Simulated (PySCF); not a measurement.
## Trend along the chalcogens: MK cations

r²SCAN with double-zeta basis sets in PySCF, for the lowest determinant that a PBE0 search found; no spin–orbit coupling. De refers to high-spin ground-configuration atoms (the charge goes to the atom of lower measured ionisation energy or higher electron affinity, which is not always the lowest computed limit). A positive dipole points towards K; it is taken about the centre of mass and depends on that origin.

```csv
M,basis,charged atom,state (unpaired electrons),Re (Å),ωe (cm⁻¹),De (eV),μ (D)
O,def2-SVP,K+,triplet (π ↑↑),3.022,115,0.25,3.78
S,def2-SVP,K+,triplet (π ↑↑),3.418,106,0.38,6.25
Se,def2-SVP,K+,triplet (π ↑↑),3.522,87.1,0.38,9.91
Te,def2-SVP,K+,triplet (π ↑↑),3.710,81.1,0.40,11.75
```

The shortest bond is that of KO⁺ (3.022 Å), the longest that of KTe⁺ (3.710 Å).

Down a group the atoms grow and get heavier, so bonds lengthen and wavenumbers fall; this series shows no clear exception.

Weak bonds: KO⁺, KSe⁺, KS⁺, KTe⁺. Basis-set superposition, not corrected here, can be much of De in a small basis, most of all at correlated wavefunction levels. These are scalar-relativistic numbers at best; spin–orbit coupling would shift them, the dissociation energy most. For an ion De counts to the pair picked by the measured ionisation energies or electron affinities, which need not be the lowest pair at this level. States were picked by a PBE0 search and need not be the measured ground states.
